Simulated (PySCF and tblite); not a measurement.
Values are calculated unless marked as measured or tabulated.
System: C₅H₈O₃, numbered as in [CH3:1][O:2][C:3](=[O:4])/[CH:5]=[C:6](/[CH3:7])[OH:8].

Geometries: GFN2-xTB; energies: PBE/pcSseg-1 + D3(BJ); zero-point and thermal terms from GFN2-xTB harmonic modes (soft modes blended into free rotors). Rates follow Eyring's equation with the number of equivalent paths and no tunnelling. Programs: tblite and PySCF.

Problem. What barrier does the rotation about the C3–O2 bond (torsion O4–C3–O2–C1 from 0° to 180°, rising) meet, and how fast is it at 298 K?

Solution. The electronic barrier is 12.0 kcal/mol and ΔG‡(298 K) 11.8 kcal/mol, over a C1 saddle with an imaginary mode of 137i cm⁻¹ (GFN2-xTB). With 2 equivalent paths, k is 2.8×10⁴ s⁻¹, a mean lifetime of the start of 35 µs against this motion. The end lies 6.0 kcal/mol above the start in free energy.
